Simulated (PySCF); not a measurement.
Species: C₆H₇F.
Numbering: `[CH:1]#[C:2][C@@H:3]1[CH2:4][CH2:5][C@@H:6]1[F:7]` (hydrogens: H8 on C1; H9 on C3; H10, H11 on C4; H12, H13 on C5; H14 on C6)

The geometry is computed with GFN2-xTB (gas phase).

Task: List the bond lengths, angles and torsions at this level.

Result: 
| bond | length (pm) |
| --- | --- |
| C1≡C2 | 119.7 |
| C2–C3 | 144.2 |
| C3–C4 | 154.8 |
| C4–C5 | 153.7 |
| C5–C6 | 153.1 |
| C6–F7 | 137.0 |
| C3–C6 | 154.8 |
| C1–H8 | 104.8 |
| C3–H9 | 109.2 |
| C4–H10 | 108.7 |
| C4–H11 | 108.7 |
| C5–H12 | 108.7 |
| C5–H13 | 108.8 |
| C6–H14 | 109.4 |

A selection of angles:
| angle | degrees |
| --- | --- |
| C2–C1–H8 | 179.0 |
| C1–C2–C3 | 178.1 |
| C2–C3–C4 | 113.4 |
| C2–C3–C6 | 113.9 |
| C2–C3–H9 | 109.6 |
| C4–C3–C6 | 88.3 |
| C4–C3–H9 | 115.9 |
| C6–C3–H9 | 114.5 |
| C3–C4–C5 | 89.6 |
| C3–C4–H10 | 112.6 |
| C3–C4–H11 | 115.1 |
| C5–C4–H10 | 113.2 |
| C5–C4–H11 | 115.8 |
| H10–C4–H11 | 109.5 |
| C4–C5–C6 | 89.4 |
| C4–C5–H12 | 117.0 |
| C4–C5–H13 | 112.6 |
| C6–C5–H12 | 116.2 |
| C6–C5–H13 | 110.8 |
| H12–C5–H13 | 109.6 |
| C5–C6–F7 | 115.5 |
| C5–C6–H14 | 114.9 |
| F7–C6–H14 | 106.4 |
| C3–C6–C5 | 89.8 |
| C3–C6–F7 | 116.4 |
| C3–C6–H14 | 113.6 |

Torsions: C2–C3–C4–C5 -103° (anticlinal); C3–C4–C5–C6 -13° (synperiplanar); C4–C5–C6–F7 132° (anticlinal); C2–C3–C6–C5 102° (anticlinal).

The C–C distances run from 1.197 Å (C1≡C2, drawn triple) to 1.548 Å (C3–C6, drawn single), a spread of 0.351 Å. The 4-membered ring C3–C4–C5–C6 has internal angles of 88.3° to 89.8° (sum 357°, against 360° for a flat polygon); it is puckered, 0.09 Å rms from its mean plane, widest ring torsion 13°.

Point group: C1 (no symmetry element, even within 0.4 Å). No GFN2-xTB frequencies stand behind this structure, so it isn't proved a minimum. The numbers are those of one conformer.
